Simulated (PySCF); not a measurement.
**Computed structure and properties of Pb4**

System: Pb4 (singlet); start: template (D2h). Method: PySCF 2.14.0, RKS TPSS, Pb def2-SVP with ECP60; non-relativistic Hamiltonian with scalar-relativistic core potentials where named; density fitting; no spin-orbit coupling.

Input of the relaxation:

```python
mol = gto.M(atom='''
Pb     1.52500     0.00000     0.00000
Pb    -1.52500    -0.00000    -0.00000
Pb    -0.00000     2.64130    -0.00000
Pb     0.00000    -2.64130     0.00000''',
    basis={'Pb': 'def2-SVP'},
    ecp={'Pb': 'def2-SVP'},
    charge=0, spin=0)
mf = dft.RKS(mol, xc='TPSS')
mf.grids.atom_grid = (50, 194)
mf = mf.density_fit()  # fitting sets: Pb def2-universal-JKFIT
mf.conv_tol = 1e-08; mf.max_cycle = 55
mf.kernel(dm0)  # dm0: converged density of the start geometry
# quasi-Newton relaxation in Cartesian coordinates to a largest gradient under 0.00045 Eh/bohr, steps kept in the point group
```

Run from Python with OMP_NUM_THREADS=4; the lines above give its settings. Where DIIS fails, smearing, a level shift and second-order steps follow.
It took 14 s on 4 threads of Arm Neoverse V1, on a shared host, from the converged density of the start.

Course of the relaxation:

```tsv
step	energy above end (eV)	largest force component within the symmetry (eV/Å)
0	0.0748	0.547
1	0.0257	0.335
2	0.0001	0.023
3	0.0000	0.012
```

Relaxed geometry (D2h):

```xyz
4

Pb    1.5811    0.0000    0.0000
Pb   -1.5811    0.0000    0.0000
Pb    0.0000    2.5396    0.0000
Pb    0.0000   -2.5396    0.0000
```

```json
{"contact": "Pb3–Pb1", "Å": "2.992"}
{"contact": "Pb3–Pb2", "Å": "2.992"}
{"contact": "Pb4–Pb1", "Å": "2.992"}
{"contact": "Pb4–Pb2", "Å": "2.992"}
{"contact": "Pb2–Pb1", "Å": "3.162"}
{"contact": "Pb4–Pb3", "Å": "5.079"}
```

On the finer grid (75, 302):

| Item | Value |
| --- | --- |
| HOMO | -4.62 eV |
| LUMO | -3.41 eV |
| Dipole about the centre of mass | 0.00 D |
| Set of Mulliken populations of Pb1 outside the core potential | s 3.91, p 8.13, d 10.05 |
| D3(BJ) dispersion energy (not in the energies) | -0.287 eV |

| atom | Mulliken (e) | Löwdin (e) | spin (e) |
| --- | --- | --- | --- |
| Pb1 | -0.09 | -0.07 | 0.00 |
| Pb2 | -0.09 | -0.07 | 0.00 |
| Pb3 | 0.09 | 0.07 | 0.00 |
| Pb4 | 0.09 | 0.07 | 0.00 |

No frequency check is given for this geometry.

One start shape was tried, so this needn't be the lowest isomer.
